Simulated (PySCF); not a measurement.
Working with the constants of SiSn

UHF-CCSD(T) constants of SiSn, ³Σ⁻ (triplet), unpaired electrons π ↑↑ (PySCF, spin-free X2C with a Gaussian nucleus, basis sets Si x2c-SVPall, Sn x2c-SVPall; masses 27.9769 and 119.9022 u):

| Property | Result |
| --- | --- |
| ωe | 344.4 cm⁻¹ |
| ωexe | 1.06 cm⁻¹ |
| Be | 0.11542 cm⁻¹ |
| αe | 0.000483 cm⁻¹ |
| De to Si + Sn | 2.25 eV |

(1) What force constant and bond length do these constants imply?

(2) Estimate the centrifugal constant D from the Kratzer relation and find the Dunham coefficient a1.

Correlated steps freeze 23 core orbitals. Correlated levels converge slowly with the basis: in double zeta they bind strong bonds too weakly, by up to about 1 eV, and carry superposition errors of some tenths. These are scalar-relativistic numbers at best; spin–orbit coupling would shift them, the dissociation energy most. The state is the lowest determinant that a PBE0 search found; another state may lie lower at other levels.

Results:

(1) Reduced mass μred = 22.684 u; k = 5.8918×10⁻⁷·μred·ωe² (u, cm⁻¹, mdyn/Å) = 1.59 mdyn/Å; Re = √(16.8576/(μred·Be)) (u, cm⁻¹, Å) = 2.537 Å.

(2) D = 4Be³/ωe² = 5.19e-08 cm⁻¹; a1 = −1 − αeωe/(6Be²) = -3.08.
